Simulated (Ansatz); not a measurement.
A single point on BrCl (`ClBr`).

```yaml
crystal:
  periodic: [false, false, false]
  atoms:
    - {symbol: Cl, position_ang: [-0.000000, -0.000000, 0.001579]}
    - {symbol: Br, position_ang: [0.000000, 0.000000, 2.134486]}
basis:
  gaussian: {orbitals: def2-TZVPP}
hamiltonian: {xc: pbe}
correlation: {method: rpa}
```

```sh
$ ansatz run in.yaml --threads 2 --pin off --events-out ev --progress --plain --max-ram 32768MiB --backend cpu
```

Shortened log:

```
Functional definition: PBE
573 factors; integrals over basis functions are off by at most 9.1e-4 eV
mean field evaluation 1: about -82553.0564 eV, gradient 1.3e1 eV
mean field evaluation 2: about -82553.0544 eV, gradient 1.3e1 eV
mean field evaluation 4: about -82553.1794 eV, gradient 5.8e0 eV
mean field evaluation 8: about -82553.2786 eV, gradient 3.7e-2 eV
mean field evaluation 16: about -82553.2786 eV, gradient 2.4e-6 eV
mean field -82553.27863248 eV, -3033.7770331218 hartree, gradient 2.4e-6 eV, S^2 0.000000; 0 other end points of the search recorded, 0 dependent functions left out
14 core orbitals not correlated: weight in the atoms' cores, before any rotation towards them, 1.000 or more for the frozen orbitals, at most 0.000 for the correlated occupied ones
reference -82501.51091482 eV, -3031.8746045871 hartree; 12, 12 occupied and 64, 64 virtual orbitals, 573 factors
Total energy: -82521.09659488 eV, -3032.5943650538 hartree
```

It took 1.6 s on 2 threads of an AMD EPYC 7R13 on a shared host, with 0.23 GiB of host memory at the peak.
